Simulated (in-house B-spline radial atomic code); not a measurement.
Results of a calculation; reference values are marked as such.
# Ar in electron gases of falling density

A nucleus sits in a uniform electron gas with a rigid positive background. The Kohn-Sham equations are solved self-consistently in the spin-unpolarised LDA (PW92), non-relativistic, on B-splines with outgoing waves at the boundary and partial waves to l = 8. The model has no lattice, no bands and no magnetic solution. Atomic units; δ_l are the phase shifts at the Fermi level, counted so that each bound state adds π, and good to about 0.0005.

```csv
r_s (bohr),k_F,δ0/π,δ1/π,δ2/π,shallowest bound level (hartree),σ_tr (bohr²),Q (a.u.)
1.5,1.2794,2.345,1.584,0.315,s -0.409,26.25,2.375
1.65,1.1631,2.407,1.636,0.287,p -0.0232,33.83,2.091
1.8,1.0662,2.463,1.683,0.259,p -0.0629,40.86,1.783
2,0.9596,2.529,1.737,0.224,p -0.111,47.63,1.364
2.07,0.9271,2.550,1.754,0.213,p -0.126,49.06,1.224
2.2,0.8723,2.587,1.784,0.193,p -0.151,50.37,0.985
2.4,0.7996,2.638,1.824,0.164,p -0.183,49.25,0.680
2.67,0.7188,2.697,1.868,0.131,p -0.215,43.47,0.392
3,0.6397,2.756,1.910,0.099,p -0.239,33.83,0.191
3.3,0.5816,2.798,1.938,0.076,p -0.253,25.64,0.099
3.6,0.5331,2.832,1.958,0.058,p -0.261,19.21,0.052
4,0.4798,2.867,1.977,0.041,p -0.268,13.30,0.024
```

Q = n k_F σ_tr, with n = 3/(4π r_s³).

Question: How does the screening charge move between partial waves as the gas thins?

Answer: By (2/π)(2l + 1) δ_l, at r_s = 1.5 it is s 4.69, p 9.50, d 3.15, f and beyond 0.66, and at r_s = 4 s 5.73, p 11.86, d 0.41, f and beyond -0.01. The free atom is [Ne] 3s2 3p6.

Question: What end-to-end powers of r_s do the first and last rows give for σ_tr and Q?

Answer: σ_tr goes as r_s^-0.69 and Q as r_s^-4.69. Since n k_F/k_F² goes as r_s⁻², Q = 4π n Σ/k_F would fall as r_s⁻² at fixed phase shifts; the sum Σ (l + 1) sin²(δ_l − δ_(l+1)) is 3.419 in the first row and 0.244 in the last, and ranges from 0.24 to 3.70 between them, so these powers are no law.
